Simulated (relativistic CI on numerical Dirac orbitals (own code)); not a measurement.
Method of calculation: Dirac-Coulomb-Breit CI, KLI orbitals optimised for each configuration, model QED (radiative potential, 1s self-energy scaled to tabulated hydrogen-like ionisation energies), unscaled Slater integrals (own radial code, finite nucleus).

The strongest absorption lines from the ground level of an ion, among the configurations computed and to levels below about 163 eV (vacuum wavelength in nm, gf): 7.6291 (1.1), 7.6848 (0.16), 7.8347 (0.18), 7.9064 (0.14), 7.9285 (0.12), 9.8298 (0.16), 9.8789 (0.18), 10.214 (0.25).

(1) Which ion is it?
A. Sm²³⁺
B. Sm²⁵⁺
C. Sm²¹⁺
D. Nd²¹⁺

Results:

(1) A. Sm²³⁺ has 39 electrons and the ground level 4s²4p⁶4d³ ⁴F3/2; the strongest line goes to 4s²4p⁵4d⁴ ⁴F°3/2. The pattern of lines fixes the number of electrons, and along that sequence the line energies rise steadily with the charge (about as its square where n changes within one kind of shell, about linearly where n is kept but much faster in heavy ions where fine structure, which grows about as Z⁴, sets the gap, and irregularly where shells cross), which fixes Z. Configurations outside the model, such as inner-shell arrays, can give stronger lines. At this charge energies of transitions that change n are usually good to better than 1 %, and those within a shell (Δn = 0) to a few per cent. Terms inside the open d or f shell come out 10 to 20 % too wide with unscaled integrals.

LS names give the leading component of a level, which can be under half, so a name can repeat, a term be missing and a line seem to break the LS rules.
